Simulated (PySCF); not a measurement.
**Two-component Hartree-Fock for Cr (chromium, neutral)**

Start: [Ar] 3d5 4p1; 3d5/2 filled at m_j = -3/2, -1/2, +1/2, +3/2, +5/2; 4p3/2 filled at m_j = +3/2. Calculated with PySCF 2.14 in x2c-TZVPall-2c: generalised Hartree-Fock with the X2C-1e Hamiltonian and a Gaussian nucleus; one run each with spin-orbit coupling (SO) switched off, then screened by Boettger's factors. This is a chosen level, not necessarily the ground level.

```csv
spinor shell,electrons,"ε, spin-free (eV)","ε, screened SO (eV)",weight of nominal j (screened SO),"rms radius, screened SO (bohr)"
1s1/2,2,-6042.8,-6042.7,1.000,0.0734
2s1/2,2,-723.64,-723.64,1.000,0.316
2p1/2,2,-604.96,-611.11,0.982,0.286
2p3/2,4,-604.96,-601.94,0.991,0.288
3s1/2,2,-91.913,-91.916,1.000,0.973
3p1/2,2,-57.216,-57.566,0.665,1.06
3d5/2,5,-11.054,-11.060,0.594,1.58
4p3/2,1,-3.123,-3.113,1.000,4.49
```

Question: Where does 3p3/2 lie, and what is the 3p spin-orbit splitting (screened SO)?

Answer: At -57.056 eV, 0.509 eV above 3p1/2.

| quantity | spin-free | screened SO |
| --- | --- | --- |
| E (hartree) | -1049.52734 | -1049.53864 |
| M_J | 4 | 4 |
| ⟨J²⟩ | 20.054 | 20.051 |
| ⟨L²⟩ | 2.054 | 2.053 |
| ⟨S²⟩ | 12.000 | 11.999 |

Each row is a mean over spinors that exchange with the open shell spreads, by up to 11.947 eV (3p3/2).

Rows whose weight is well below 1 are mixtures of j = l ± 1/2: exchange outweighs spin-orbit coupling there, and the label is only the starting occupation.

⟨J²⟩ departs a little from M_J(M_J + 1) because the unrestricted spinors polarise the closed shells.

Without spin-orbit coupling the j labels of p, d and f shells carry no meaning; the spin-free column gives the mean over the occupied spinors of each nl shell.
